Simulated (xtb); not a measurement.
C$_{2}$H$_{8}$N$_{2}$, charge +1, doublet, from a rough starting geometry (a state made from the parent by changing its charge; the spin is typed, not shown lowest); GFN2-xTB (xtb 6.7.1).

The xtb input:
```
$ xtb mol.xyz --gfn 2 --chrg 1 --uhf 1 --opt vtight --json

# file mol.xyz
12

N      1.79081219     0.32682982    -0.23509388
C      0.63390967     0.10383189     0.54160852
C     -0.53993730    -0.25198542    -0.50414599
N     -1.78720352    -0.64016733     0.24927878
H      2.57311495     0.53872965     0.40961988
H      1.76725618     1.07705735    -0.78341377
H      0.26549020     0.92219679     1.08257384
H      0.75668746    -0.73907843     1.12679327
H     -0.22041467    -1.15557258    -1.01741111
H     -0.63220308     0.53976669    -1.18883311
H     -2.45447319    -0.88661350    -0.39274337
H     -2.13126961     0.16683715     0.79541095
```

It wrote (shortened):

```
   ID    Z sym.   atoms
    1    7 N      1, 4
    2    6 C      2, 3
    3    1 H      5-12

           -------------------------------------------------
          |                Calculation Setup                |
           -------------------------------------------------

           -------------------------------------------------
          |                 G F N 2 - x T B                 |
           -------------------------------------------------

          ...................................................
          :                      SETUP                      :
          :.................................................:
          :  # basis functions                  24          :
          :  # atomic orbitals                  24          :
          :  # shells                           16          :
          :  # electrons                        25          :
          :  max. iterations                   250          :
          :  Hamiltonian                  GFN2-xTB          :
          :  restarted?                      false          :
          :  GBSA solvation                  false          :
          :  PC potential                    false          :
          :  electronic temp.          300.0000000     K    :
          :  accuracy                    1.0000000          :
          :  -> integral cutoff          0.2500000E+02      :
          :  -> integral neglect         0.1000000E-07      :
          :  -> SCF convergence          0.1000000E-05 Eh   :
          :  -> wf. convergence          0.1000000E-03 e    :
          :  Broyden damping             0.4000000          :
          :  net charge                          1          :
          :  unpaired electrons                  1          :
          ...................................................

 iter      E             dE          RMSdq      gap      omega  full diag
   1    -13.7579283 -0.137579E+02  0.399E+00    9.44       0.0  T
   2    -13.7332189  0.247094E-01  0.371E+00    9.80       1.0  T
   3    -13.8183112 -0.850923E-01  0.218E+00   10.55       1.0  T
   4    -13.7889645  0.293468E-01  0.246E+00   10.44       1.0  T
   5    -13.8047162 -0.157517E-01  0.207E+00   10.22       1.0  T
   6    -13.8601281 -0.554119E-01  0.924E-01   10.74       1.0  T
   7    -13.8705446 -0.104165E-01  0.449E-01   10.70       1.0  T
   8    -13.8734537 -0.290902E-02  0.172E-01   10.69       1.0  T
   9    -13.8700764  0.337730E-02  0.466E-01   10.69       1.0  T
[...]
 * total energy  :   -13.7089303 Eh     change       -0.2828083E-03 Eh
 * total energy  :   -13.7091324 Eh     change       -0.2021019E-03 Eh
 * total energy  :   -13.7092457 Eh     change       -0.1132306E-03 Eh
 * total energy  :   -13.7094546 Eh     change       -0.2089622E-03 Eh
 * total energy  :   -13.7096146 Eh     change       -0.1599529E-03 Eh
 * total energy  :   -13.7096643 Eh     change       -0.4968645E-04 Eh
 * total energy  :   -13.7096885 Eh     change       -0.2421234E-04 Eh
 * total energy  :   -13.7097023 Eh     change       -0.1380370E-04 Eh
 * total energy  :   -13.7097049 Eh     change       -0.2601810E-05 Eh
 * total energy  :   -13.7097055 Eh     change       -0.6584189E-06 Eh
 * total energy  :   -13.7097056 Eh     change       -0.1014583E-06 Eh
 * total energy  :   -13.7097057 Eh     change       -0.5773679E-07 Eh
   *** GEOMETRY OPTIMIZATION CONVERGED AFTER 52 ITERATIONS ***
         :: total energy             -13.709705697276 Eh    ::
[...]
    10   1 H        0.924     0.114     1.662     2.016
    11   1 H        0.860     0.224     0.992     1.560
    12   1 H        0.860     0.224     0.992     1.560

 Mol. C6AA /au·bohr⁶  :        793.249554
 Mol. C8AA /au·bohr⁸  :      16226.887532
 Mol. α(0) /au        :         42.114607

Wiberg/Mayer (AO) data.
largest (>0.10) Wiberg bond orders for each atom

 ---------------------------------------------------------------------------
     #   Z sym  total        # sym  WBO       # sym  WBO       # sym  WBO
 ---------------------------------------------------------------------------
     1   7 N    3.406 --     2 C    1.253     6 H    0.934     5 H    0.934
                             4 N    0.203
     2   6 C    3.938 --     1 N    1.253     7 H    0.951     8 H    0.951
                             3 C    0.725
     3   6 C    3.938 --     4 N    1.253    10 H    0.951     9 H    0.951
                             2 C    0.725
     4   7 N    3.406 --     3 C    1.253    11 H    0.934    12 H    0.934
                             1 N    0.203
     5   1 H    0.950 --     1 N    0.934
     6   1 H    0.950 --     1 N    0.934
     7   1 H    0.987 --     2 C    0.951
     8   1 H    0.987 --     2 C    0.951
     9   1 H    0.987 --     3 C    0.951
    10   1 H    0.987 --     3 C    0.951
    11   1 H    0.950 --     4 N    0.934
    12   1 H    0.950 --     4 N    0.934
 ---------------------------------------------------------------------------

Topologies differ in total number of bonds
Writing topology from bond orders to xtbtopo.mol

molecular dipole:
                 x           y           z       tot (Debye)
 q only:        0.003       0.001       0.013
   full:        0.003       0.001       0.013       0.034
molecular quadrupole (traceless):
                xx          xy          yy          xz          yz          zz
 q only:        8.645       3.032      -3.370      -2.274      -1.267      -5.275
  q+dip:        8.080       1.658      -2.095      -3.513      -2.811      -5.984
   full:        8.527       2.121      -2.689      -3.413      -2.376      -5.838

optimized geometry written to: xtbopt.xyz

           -------------------------------------------------
          | TOTAL ENERGY              -13.709705697276 Eh   |
          | GRADIENT NORM               0.000055632231 Eh/α |
          | HOMO-LUMO GAP               9.670417787141 eV   |
           -------------------------------------------------
```
